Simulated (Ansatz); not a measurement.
Gas-phase electronic energies from Ansatz, PBE0-D4/def2-TZVP geometries. CCSD(T)/CBS is the MP2 limit (def2-TZVPP, def2-QZVPP) plus CCSD(T) − MP2 in def2-TZVPP, frozen cores. Functionals use def2-TZVPP. For Ge, Se outer-core shells are correlated without core-valence functions, which leaves a few kJ/mol of doubt a bond. Scalar relativity is left out up to krypton. One conformer a species, not always the lowest.

Reaction (formal exchange of groups at the Se–Ge bond): `B[CH2][GeH2][SeH]` + `[SiH3]S` → `S[SiH2][SeH]` + `B[CH2][GeH3]`

`B[CH2][GeH2][SeH]`:

```xyz
11

B     0.797    1.550   -0.005
C     0.822    0.286   -0.869
Ge   -0.212   -1.033    0.191
Se   -2.302   -0.045    0.666
H    -0.075    2.360   -0.134
H     1.608    1.709    0.862
H     0.299    0.340   -1.825
H     1.796   -0.198   -0.981
H     0.521   -1.382    1.497
H    -0.415   -2.304   -0.652
H    -2.839   -1.282    1.250
```

`[SiH3]S`:

Z-matrix (Å, degrees):
```
Si
S 1 2.137
H 1 1.485 2 111.6
H 1 1.485 2 111.6 3 -122.0
H 1 1.482 2 104.8 3 119.0
H 2 1.344 1 94.7 3 60.9
```

`S[SiH2][SeH]`:

```xyz
7

S    -0.694   -1.933   -0.429
Si    0.232   -0.217    0.424
Se    0.699    1.272   -1.237
H    -1.723   -1.245   -0.952
H    -0.620    0.465    1.429
H     1.449   -0.755    1.077
H     0.658    2.414   -0.312
```

`B[CH2][GeH3]`:

Cartesian coordinates in Å:
```
B 0.697 -0.273 -1.326
C -0.483 0.413 -0.642
Ge -0.196 -0.053 1.275
H 1.753 0.287 -1.425
H 0.613 -1.410 -1.692
H -1.475 0.017 -0.865
H -0.485 1.504 -0.647
H 1.117 0.555 1.788
H -0.165 -1.577 1.470
H -1.376 0.537 2.064
```

**Question.** Is it downhill or uphill in electronic energy at CCSD(T)/CBS, and by how much? (Best estimate.)

**Answer.** Ansatz gave: Downhill: ΔE = -5.0 kJ/mol.

**Question.** What do these levels give: BLYP-D4, r2SCAN-D4, revPBE, r2SCAN, r2SCAN0, SCS-MP2/def2-TZVPP? (Best estimate.)

**Answer.** The calculation gave: BLYP-D4 -2.4, r2SCAN-D4 -6.3, revPBE -7.0, r2SCAN -6.6, r2SCAN0 -5.7, SCS-MP2/def2-TZVPP 0.1 kJ/mol.

Largest T1 diagnostic among the species: 0.011.

At CCSD(T), def2-SVP lies +4.6 kJ/mol from the extrapolated value and def2-TZVPP +4.0 kJ/mol. Leaving LDA and LC-ωPBE aside and taking each functional with its dispersion term where it has one, the values, not all of them listed here, spread over 9.0 kJ/mol, from B97M-V to BHLYP-D4. LDA lies −4.0 kJ/mol from PBE without D4. In def2-TZVPP, CCSD(T) changes the Hartree–Fock value by −3.6 kJ/mol (the triples alone add −0.5 kJ/mol) and MP2 by −4.1 kJ/mol.
